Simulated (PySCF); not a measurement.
TlS(OH) (singlet). Level of theory: PySCF, PBE0, basis Tl def2-TZVP with ECP60, S def2-TZVP, O def2-TZVP, H def2-TZVP (scalar-relativistic core potentials, no spin–orbit coupling, density fitting).

Harmonic bands of its minimum:

```csv
ω (cm⁻¹),IR (km/mol)
125,6.8
127,0.0
437,2.7
600,110
903,51.2
3854,106
```

The central atom is Tl. Infer the point group and assign the bands.

Cs. The modes span 5a' + a'': 125 a', 127 a'', 437 a', 600 a', 903 a', 3854 a'. The computed geometry has O–H 0.963 Å, Tl–O 2.003 Å, Tl–S 2.214 Å; H–O–Tl 110.2°, O–Tl–S 176.4°.

This need not be the most stable arrangement of these atoms. With an element this heavy the missing spin–orbit coupling can shift these numbers.
